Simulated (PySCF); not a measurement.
**`CC#[C][GeH2][SiH2]N`, C3H9GeNSi**

Molfile (atoms numbered from 1):
```
C3H9GeNSi
     RDKit          3D

 15 14  0  0  0  0  0  0  0  0999 V2000
    3.0596    0.8505   -0.2328 C   0  0  0  0  0  0  0  0  0  0  0  0
    1.8683    0.0228   -0.1569 C   0  0  0  0  0  0  0  0  0  0  0  0
    0.8850   -0.6965   -0.1027 C   0  0  0  0  0  0  0  0  0  0  0  0
   -0.7201   -1.7169    0.0002 Ge  0  0  0  0  0  4  0  0  0  0  0  0
   -2.4522   -0.0842   -0.0149 Si  0  0  0  0  0  4  0  0  0  0  0  0
   -1.8541    1.1587    1.0331 N   0  0  0  0  0  0  0  0  0  0  0  0
    2.8386    1.8977    0.0267 H   0  0  0  0  0  0  0  0  0  0  0  0
    3.4823    0.8382   -1.2497 H   0  0  0  0  0  0  0  0  0  0  0  0
    3.8363    0.4887    0.4589 H   0  0  0  0  0  0  0  0  0  0  0  0
   -0.7555   -2.6903   -1.1924 H   0  0  0  0  0  0  0  0  0  0  0  0
   -0.6791   -2.5387    1.3018 H   0  0  0  0  0  0  0  0  0  0  0  0
   -3.7405   -0.6126    0.5309 H   0  0  0  0  0  0  0  0  0  0  0  0
   -2.7205    0.3030   -1.4436 H   0  0  0  0  0  0  0  0  0  0  0  0
   -2.4189    1.9754    1.2391 H   0  0  0  0  0  0  0  0  0  0  0  0
   -0.8722    1.4041    0.9500 H   0  0  0  0  0  0  0  0  0  0  0  0
  1  2  1  0
  2  3  3  0
  3  4  1  0
  4  5  1  0
  5  6  1  0
  1  7  1  0
  1  8  1  0
  1  9  1  0
  4 10  1  0
  4 11  1  0
  5 12  1  0
  5 13  1  0
  6 14  1  0
  6 15  1  0
M  END
```

Computed with PySCF 2.14.0, GIAO wB97X-D/pcSseg-1 magnetisability, rotational g tensor and spin-rotation constants, non-relativistic, gas phase. Geometry: PBE0-D3(BJ)/def2-SVP.

The calculation is non-relativistic, which matters for the atoms heavier than Zn.

**Question.** How diamagnetic is it, and how anisotropic?

**Answer.** Isotropic -1444 × 10⁻³⁰ J/T², or -87.0 × 10⁻⁶ cm³/mol; principal values -1611, -1394, -1327 × 10⁻³⁰ J/T², anisotropy 257 × 10⁻³⁰ J/T² (root of half the summed squared differences of the principal values). The susceptibility is in cgs units.

**Question.** Split it along the inertial axes a, b, c into diamagnetic and paramagnetic parts about the centre of mass, with the quadrupole moment.

**Answer.** 
| axis | χ (10⁻⁶ cm³/mol) | diamagnetic (10⁻⁶ cm³/mol) | paramagnetic (10⁻⁶ cm³/mol) | summed x² of all electrons (Å²) | quadrupole Θ (D Å) |
| --- | --- | --- | --- | --- | --- |
| a | -91.4 | -613.4 | 521.9 | 271.3 | +7.07 |
| b | -85.7 | -1260.9 | 1175.3 | 118.7 | +3.37 |
| c | -83.8 | -1654.6 | 1570.8 | 25.9 | -10.44 |

Anisotropies 2χaa − χbb − χcc = -13.5 and 2χbb − χaa − χcc = +3.9 × 10⁻⁶ cm³/mol. Θ is traceless in Buckingham's convention.

**Question.** And the rotational g tensor?

**Answer.** 
| axis | rotational constant (GHz) | g | nuclear part | electronic part |
| --- | --- | --- | --- | --- |
| a | 2.3503 | -0.0103 | 0.5660 | -0.5763 |
| b | 1.0688 | -0.0065 | 0.5836 | -0.5901 |
| c | 0.7740 | -0.0024 | 0.5687 | -0.5711 |

Asymmetric top; isotopes 12C, 74Ge, 1H, 14N, 28Si; no vibrational averaging.
